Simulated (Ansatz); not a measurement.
Mulliken charges of AsH4In, SMILES `[AsH2][InH2]` from r2SCAN/def2-TZVPP in Ansatz (PBE0-D4/def2-TZVP geometry).

| atom | x (Å) | y (Å) | z (Å) | charge (e) |
| --- | --- | --- | --- | --- |
| As1 | 0.520 | -1.468 | 0.338 | -0.201 |
| In2 | 0.174 | 1.069 | -0.058 | 0.493 |
| H3 | -0.810 | -1.586 | 1.070 | -0.003 |
| H4 | -0.099 | -1.815 | -1.009 | -0.003 |
| H5 | 0.582 | 1.743 | -1.593 | -0.143 |
| H6 | -0.367 | 2.056 | 1.251 | -0.143 |

Task: By hand: the dipole of these point charges (1 e Å = 4.8032 D).

Result: Σ q r = (-0.047, 0.289, -0.048) e Å, of length 0.297 e Å = 1.43 D.

Task: How does the dipole of the full density compare? (Best estimate.)

Result: Ansatz gave: (-0.069, 0.074, -0.032) e Å, 0.51 D; the point charges give 2.80 times that, at 34° from its direction.

Point charges leave out the atoms' own dipoles, such as those of lone pairs, and Mulliken's split depends on the basis, so the two needn't agree.
